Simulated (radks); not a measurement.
Task: The mean radii <r> (bohr) of the occupied orbitals of an atom or ion are listed with their occupations. All-electron calculation, non-relativistic Kohn-Sham, LDA (Slater exchange, Perdew-Wang correlation), spin-polarised, spherical densities, point nucleus. Program: a radial shooting solver on a logarithmic mesh with Libxc functionals.

| orbital | occ. | <r> |
|---|---|---|
| 1s up | 1 | 0.1590 |
| 1s down | 1 | 0.1588 |
| 2s up | 1 | 0.8666 |
| 2s down | 1 | 0.8745 |
| 2p up | 3 | 0.8757 |
| 2p down | 2 | 0.8934 |

Name the element and its charge. Open shells, if any, are filled with parallel spins first.

Result: Z = 10, neon, charge +1: Ne+ in [He] 2s2 2p5. The 1s radius gives Z: for a bare nucleus <r> = 1.5/Z, 0.15 bohr for Z = 10, and screening makes it slightly larger (0.1590 here). The occupations add up to 9, and the charge is Z minus that.
